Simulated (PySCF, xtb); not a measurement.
CH9NO2Si2, SMILES [SiH2](O)O[SiH2]NC.

Geometry: B3LYP-D3(BJ)/def2-SVP. The structure was generated by enumeration, and PubChem lists no compound with its InChIKey, so it may never have been made. Other conformers were not sampled.

Method: C-PCM-B3LYP/def2-SVP run with PySCF 2.14.0.

The values are the electrostatic part of the solvation free energy, E(continuum) − E(gas) at the gas-phase geometry, in a cavity of scaled van der Waals radii (PySCF's table); cavitation and dispersion terms are not included. In vacuum the orbital gap is 7.45 eV. The dipole moment in vacuum is 1.17 D.

Computed values in water (ε = 78.36), toluene (ε = 2.37), N,N-dimethylformamide (ε = 37.22):
| solvent | ε | ΔG(elec) (kcal/mol) | dipole (D) | gap (eV) |
|---|---|---|---|---|
| water | 78.36 | -5.3 | 1.45 | 7.67 |
| toluene | 2.37 | -3.0 | 1.32 | 7.58 |
| N,N-dimethylformamide | 37.22 | -5.2 | 1.45 | 7.67 |

For comparison, GFN2-xTB/ALPB(water) (xtb, at the GFN2-xTB geometry, all terms of that model) gives -4.4 kcal/mol.
